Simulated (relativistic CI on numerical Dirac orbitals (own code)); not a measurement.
# Ni⁴⁺ in a cubic cluster: 2p photoemission with charge transfer

Computed with a charge-transfer multiplet model of a cubic metal-ligand cluster with up to 3 ligand holes, Slater and spin-orbit integrals from Dirac-Coulomb-Breit ions, Slater integrals scaled by 0.9. The parameters are those of a tetrahedral site (10Dq negative, t2 hopping the larger). The ground state mixes d6 with configurations of k ligand holes L, whose averages lie at kΔ + k(k − 1)U_dd/2; a core hole lowers each added d electron by U_cd. 300 K, Lorentzian 0.6 eV and Gaussian 0.8 eV FWHM.

Atomic integrals in eV (Slater integrals scaled, ζ unscaled), ground: F2dd 12.773, F4dd 8.015, zeta_d 0.099; with the core hole: F2dd 14.229, F4dd 8.968, zeta_d 0.136, zeta_core 11.396, F2cd 8.696, G1cd 6.813, G3cd 3.880.

Cluster parameters (eV): U_dd = 6.4, U_cd = 8.3, 10Dq = -0.4, 10Dq(ligand) = 0, V(eg) = 0.72, V(t2g) = -1.23, final-state hopping factor = 1.

| Case | n_d | d6 | d7L | d8L2 | d9L3 | S |
| --- | --- | --- | --- | --- | --- | --- |
| Δ = -0.9 eV | 6.49 | 0.54 | 0.43 | 0.03 | 0.00 | 2.00 |
| Δ = 2.1 eV | 6.18 | 0.83 | 0.17 | 0.00 | 0.00 | 2.00 |
| Δ = 5.1 eV | 6.08 | 0.92 | 0.07 | 0.00 | 0.00 | 2.00 |

Weights, n_d and S are thermal averages at 300 K. Binding energies count from the first peak over 30 % of the highest in each spectrum, which can be another peak from case to case. The parameters are a model scan and need not match a compound or its usual spin state. Peaks in eV (height, largest 100):
- Δ = -0.9 eV: 0.0 (100), 1.9 (81), 3.6 (78), 6.2 (97), 10.6 (72), 12.7 (68), 20.0 (64), 24.3 (54), 27.0 (24), 30.5 (34), 31.8 (33), 33.3 (22), 36.3 (7)
- Δ = 2.1 eV: 0.0 (69), 2.1 (68), 5.2 (72), 7.1 (100), 15.0 (19), 20.1 (42), 25.2 (49), 27.7 (47), 32.3 (10)
- Δ = 5.1 eV: 0.0 (89), 2.6 (100), 6.3 (78), 11.3 (19), 17.0 (6), 19.5 (44), 20.5 (50), 24.6 (52)

For the case Δ = 2.1 eV, Δ = 2.1 eV is smaller than U_dd = 6.4 eV, the charge-transfer side of the Zaanen-Sawatzky-Allen scheme. With the core hole the configuration with one ligand hole lies at Δ − U_cd = -9.2, -6.2, -3.2 eV from the one without, in the order of the table; where this is negative the screened configuration lies lower.
